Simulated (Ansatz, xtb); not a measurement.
# Two structures of CH3FSeSn

Structure a: `[CH3][Sn]([F])=[Se]`, a singlet. Structure b: a singlet given by its coordinates. Both are isolated molecules in the gas phase, relaxed with B3LYP-D3(BJ)/def2-SVP.

a (Å):

```xyz
7

C    -0.1105   -1.5236   -1.5355
F     0.8605   -2.6022    1.2583
Se    2.9297   -4.4547   -1.2449
Sn    1.2790   -2.9037   -0.6306
H    -0.0086   -1.5663   -2.6271
H    -1.1220   -1.8157   -1.2212
H     0.1224   -0.5192   -1.1557
```

b (Å):

```yaml
atoms:
  - { symbol: C, position_ang: [-0.0749, -2.7858, 0.7508] }
  - { symbol: F, position_ang: [-3.7426, -0.4946, -1.6378] }
  - { symbol: Se, position_ang: [-1.3177, -1.2479, 0.6192] }
  - { symbol: Sn, position_ang: [-2.5169, -2.0330, -1.5279] }
  - { symbol: H, position_ang: [-0.2494, -3.2955, 1.7069] }
  - { symbol: H, position_ang: [-0.2239, -3.5014, -0.0714] }
  - { symbol: H, position_ang: [0.9545, -2.4071, 0.7154] }
```

Close contacts (Å): C1–Se3 1.98, F2–Sn4 1.97, Se3–Sn4 2.58, C1–H5 1.10, C1–H6 1.10, C1–H7 1.10.

Quicker runs give these differences E(b) − E(a): GFN2-xTB −29.3 kcal/mol; HF/STO-3G −9.2 kcal/mol (at GFN2-xTB geometries); r2SCAN-D4/def2-SVP −18.2 kcal/mol (at GFN2-xTB geometries).

**Question.** Estimate E(b) − E(a) at the level CCSD(T)/def2-SVP + ΔMP2/def2-TZVPP.

**Answer.** Calculated at CCSD(T)/def2-SVP + ΔMP2/def2-TZVPP: E(b) − E(a) = −15.8 kcal/mol, so structure b lies lower.

Level by level:

```csv
level,geometry,E(b) − E(a) (kcal/mol),departure from the last row (kcal/mol),"job, with rough time for the two"
GFN2-xTB,GFN2-xTB,−29.3,−13.5,"optimisation, 0.17 s"
HF/STO-3G,GFN2-xTB,−9.2,+6.6,"single point, 0.94 s"
r2SCAN-D4/def2-SVP,GFN2-xTB,−18.2,−2.4,"single point, 3.2 s"
B3LYP-D3(BJ)/def2-SVP,B3LYP-D3(BJ)/def2-SVP,−19.3,−3.5,"optimisation, 60 s"
HF/def2-SVP,B3LYP-D3(BJ)/def2-SVP,−15.2,+0.7,part of the CCSD(T) run
MP2/def2-SVP,B3LYP-D3(BJ)/def2-SVP,−10.1,+5.7,part of the CCSD(T) run
CCSD(T)/def2-SVP,B3LYP-D3(BJ)/def2-SVP,−12.4,+3.4,single point
CCSD(T)/def2-SVP + ΔMP2/def2-TZVPP,B3LYP-D3(BJ)/def2-SVP,−15.8,,"single point, 30 s"
```

None of the levels shown reverses the order. The largest departure from CCSD(T)/def2-SVP + ΔMP2/def2-TZVPP is that of GFN2-xTB, 13.5 kcal/mol. The last row adds to CCSD(T) the change of the MP2 difference between the two basis sets, here −3.4 kcal/mol, a large step that makes the value less sure.

With harmonic frequencies from B3LYP-D3(BJ)/def2-SVP (ideal gas, rigid rotor, one conformer each, 298.15 K, 1 atm): on the last row, ΔE + ΔZPE = −15.2 kcal/mol. A mode under 50 cm⁻¹ makes harmonic enthalpies and free energies unreliable, so none is given.

The correlated steps freeze 15 core orbitals; the filled d shell of Se and Sn is correlated, in a basis made for valence electrons. Atoms past krypton carry core potentials in the def2 sets, other sets are all-electron and non-relativistic, and no spin–orbit term is included. Codes used: Ansatz 0.2.0, xtb 6.7.1; the last row on 2 threads of Arm Neoverse V2 on a shared host.
